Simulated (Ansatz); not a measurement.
CH₂InN⁺, that is InH2(CN) with one electron fewer. Total charge 1; doublet. Geometry PBE-D4/def2-TZVP, that of the neutral singlet; atoms count from 1.

```tsv
atom	x (Å)	y (Å)	z (Å)
In1	-0.694	-0.412	0.099
H2	-0.654	-2.008	-0.526
H3	-1.930	0.477	0.888
C4	1.142	0.675	-0.156
N5	2.137	1.267	-0.305
```

In the def2 sets In takes a core potential; there is no spin–orbit coupling.

Estimate the Mulliken populations from the PBE0/def2-TZVP orbitals of Ansatz.


| atom | charge (e) | spin (α − β) |
| --- | --- | --- |
| In1 | 0.71 | 0.05 |
| H2 | 0.16 | 0.27 |
| H3 | 0.16 | 0.27 |
| C4 | -0.15 | 0.06 |
| N5 | 0.13 | 0.35 |
Mulliken values depend strongly on the basis.

Where does the spin sit?

Summed by element: In 0.05, H 0.54, C 0.06, N 0.35, of 1 unpaired in all. Largest on single atoms: N5 0.35, H3 0.27, H2 0.27.

And the Mayer bond orders between heavy atoms (over 0.3)?

In1–C4 0.95 (2.15 Å); C4–N5 2.54 (1.17 Å).
